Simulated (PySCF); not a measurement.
**Electron correlation in W²⁺ (tungsten, charge +2)**

[Xe] 4f14 5d3 6p1, one real determinant (an excited configuration). Computed with PySCF 2.14 in def2-TZVPPD with the def2 core potential (60 electrons) (6s5p3d2f1g, 59 functions), with scalar relativity through the core potential. Frozen: 5s2 5p6; 4 electrons correlated.

```tsv
level	correlation energy (mhartree)
CCSD	-30.98
(T)	-1.25
CCSD(T)	-32.23
```

Diagnostics: T1 = 0.0074, D1 = 0.0193, largest double amplitude 0.117.

Task: Is a single reference adequate?

Result: Mostly. T1 lies below 0.03, but a double amplitude of this size points to a near-degeneracy that CCSD handles and MP2 describes poorly.

The reference is one real determinant that mixes LS terms of this configuration.
